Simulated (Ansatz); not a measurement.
The same group exchange along the group O, S, Se.

Isolated molecules relaxed with PBE0-D4/def2-TZVP in Ansatz; ΔE leaves out vibrations. CCSD(T)/CBS adds triple-zeta CCSD(T) − MP2 to the extrapolated MP2 energy (def2 sets, frozen cores). DFT in def2-TZVPP. def2 core potentials past Kr. For Ge, Se, Sn outer-core shells are correlated without core-valence functions, which leaves a few kJ/mol of doubt a bond. Scalar relativity is left out up to krypton. One conformer a species, not always the lowest.

```tsv
reaction	revPBE-D4 (kJ/mol)	r2SCAN-D4 (kJ/mol)	MP2/CBS(def2) (kJ/mol)	B2PLYP (kJ/mol)
`[OH][Sn]([F])([F])[F]` + `[Cl][GeH2][Cl]` → `[OH][GeH]([Cl])[Cl]` + `[F][SnH]([F])[F]`	-34	-37	-31	-36
`[F][Sn]([F])([F])[SH]` + `[Cl][GeH2][Cl]` → `[SH][GeH]([Cl])[Cl]` + `[F][SnH]([F])[F]`	4	7	8	7
`[F][Sn]([F])([F])[SeH]` + `[Cl][GeH2][Cl]` → `[Cl][GeH]([Cl])[SeH]` + `[F][SnH]([F])[F]`	13	15	17	16
```

(1) Give the CCSD(T)/CBS values in the same order. (An estimate is asked.)

Largest T1 diagnostic: 0.015, for `[OH][Sn]([F])([F])[F]`.

## Answers

(1) Ansatz gave: -30, 9, 18 kJ/mol.
